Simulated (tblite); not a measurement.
Species: C4H9FSi.
Z-matrix (Å and degrees, GFN2-xTB geometry), rows numbered from 1:
```
C 
C   1  1.3192
F   2  1.3572  1  119.04
C   2  1.4931  1  128.27  3   178.21
C   4  1.5330  2  110.68  1  -106.01
Si  5  1.9025  4  112.80  2  -178.63
H   1  1.0732  2  120.76  3  -180.00
H   1  1.0751  2  121.42  3     0.16
H   4  1.0929  2  108.72  1   133.83
H   4  1.0898  2  109.06  1    15.53
H   5  1.0921  4  108.72  2    59.00
H   5  1.0915  4  108.67  2   -56.43
H   6  1.4650  5  108.85  4   -62.93
H   6  1.4641  5  109.28  4    56.46
H   6  1.4626  5  108.84  4   176.89
```

Calculated harmonic vibrations of the isolated species, GFN2-xTB (tblite), most abundant isotopes, no scaling. The method is semi-empirical: single wavenumbers can be off by several per cent or more. Modes of hydrogen on silicon can be 10 to 20 % off. One conformer, not necessarily the lowest.

Harmonic wavenumbers (cm⁻¹): 56.1, 65.4, 122.5, 149.0, 223.5, 368.4, 444.7, 512.5, 534.9, 569.2, 720.6, 734.2, 770.6, 780.0, 788.4, 796.3, 866.5, 875.5, 922.8, 939.6, 1060.5, 1109.0, 1224.1, 1226.9, 1265.2, 1323.9, 1380.0, 1463.6, 1481.8, 1730.5, 2255.2, 2263.9, 2275.9, 2965.1, 2974.1, 2986.4, 3005.0, 3131.3, 3170.8.

A = 7275, B = 1151, C = 1064 MHz; mass 104.046 u (most abundant isotopes); point group C1, symmetry number 1.

Question: Zero-point energy?

Answer: Half the sum of the wavenumbers: 24767 cm⁻¹ = 70.81 kcal/mol.

Question: What is S at 273.15 K and 1 bar for an ideal gas of classical rigid rotors and harmonic oscillators?

Answer: Translation 39.43, rotation 27.72, vibration 20.48: S = 87.6 cal/(mol K).

Question: And Cp and H(273.15 K) − H(0)?

Answer: Cp = 29.65 cal/(mol K), of which vibrations give 21.70 (their classical limit is 39 R = 77.5); H(273.15 K) − H(0) = 5.10 kcal/mol without the zero-point energy, 2.93 from vibrations.

Question: How do the functions run with temperature in this model?

Answer: 
```tsv
T (K)	S (cal/(mol K))	Cp (cal/(mol K))	H − H(0) (kcal/mol)	G − H(0) (kcal/mol)	ln q(vib)
100	66.2	16.1	1.21	-5.41	1.45
200	79.4	23.3	3.16	-12.72	3.47
300	90.5	32.0	5.92	-21.23	5.44
500	110.4	46.3	13.84	-41.37	9.43
800	135.4	59.7	29.92	-78.37	15.21
1000	149.3	65.5	42.46	-106.87	18.80
```

q(vib) and H(0) count from the zero-point level.

Question: Which modes carry the vibrational entropy at 273.15 K?

Answer: 56.1 cm⁻¹: 4.42; 65.4 cm⁻¹: 4.11; 122.5 cm⁻¹: 2.89; 149.0 cm⁻¹: 2.52; 223.5 cm⁻¹: 1.77; 368.4 cm⁻¹: 0.95 cal/(mol K); the other 33 give 3.81 together.

Question: Blend soft modes into free rotors: weight 1/[1 + (100 cm⁻¹/ν̃)⁴] for the oscillator and the rest for a rotor with moment μB/(μ + B), μ = h/(8π²ν), B = 10⁻⁴⁴ kg m². What vibrational entropy results?

Answer: 18.61 cal/(mol K) in place of 20.48, which changes −T·S at 273.15 K by +0.51 kcal/mol.

Hindered rotation and anharmonicity are outside this model. Other conformers, if any are populated, would add a mixing term that is left out. The structure is chiral; the term R ln 2 for an equal mix with its mirror image is left out.

Hardware: an x86-64 server with one thread (shared host). This covers the Hessian and the dipole derivatives.
